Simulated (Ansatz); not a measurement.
Ansatz (an electronic-structure program) input:

Ansatz 0.2 input:
```yaml
crystal:
  periodic: [false, false, false]
  atoms:
    - {symbol: N, position_ang: [-0.62356906, 1.47173443, -0.63993193]}
    - {symbol: Si, position_ang: [-0.17952927, -0.03579191, -0.08657275]}
    - {symbol: N, position_ang: [-1.16421844, -0.59941746, 1.12993918]}
    - {symbol: O, position_ang: [0.46507252, -1.18615761, -1.01527101]}
    - {symbol: O, position_ang: [1.50948624, 0.33905187, 0.58010270]}
    - {symbol: H, position_ang: [-0.04196645, 2.05294649, -1.22416875]}
    - {symbol: H, position_ang: [-1.58183407, 1.78594622, -0.62191431]}
    - {symbol: H, position_ang: [-1.75188755, -0.01302528, 1.70160886]}
    - {symbol: H, position_ang: [-1.26819801, -1.58011075, 1.34036239]}
    - {symbol: H, position_ang: [0.03090442, -1.57130434, -1.78173779]}
    - {symbol: H, position_ang: [2.20400167, -0.32620229, 0.43926671]}
    - {symbol: H, position_ang: [1.64043236, 0.82346387, 1.40989712]}
basis:
  gaussian:
    orbitals: def2-TZVPD
hamiltonian:
  xc: {name: r2SCANh}
total_charge: 1
output: {forces: true}
```

Q: Which total energy does the run end on?

A: -553.52126 Eh (r2SCANh/def2-TZVPD). The basis has 260 functions.

It need not be the lowest isomer of its formula.
